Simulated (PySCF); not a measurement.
Computed IR spectrum (relative IR intensity) of a molecule C2H4N2OSi. Geometry optimised at PBE-D3(BJ)/def2-SVP. The values are those of a single conformer. These are PBE-D3(BJ)/def2-SVP (PySCF) values and carry that method's errors. Frequencies are harmonic and unscaled.

ν (cm⁻¹): 278 (w), 670 (w), 672 (m), 722 (m), 896 (m), 900 (s), 917 (w), 1080 (w), 1289 (m), 1344 (m), 1664 (vs), 2205 (w), 2227 (m), 2261 (m), 3048 (vw) (against the strongest line: vs over 80 %, s over 45 %, m over 15 %, w over 4 %, vw less)

Problem. Pick the molecule that these values belong to.
A) N#C/N=C\[SiH2]O
B) O[SiH]1N=CC=N1
C) N#C/N=C/O[SiH3]
D) O[Si@H]1C=NC=N1

Solution. C, N#C/N=C/O[SiH3]
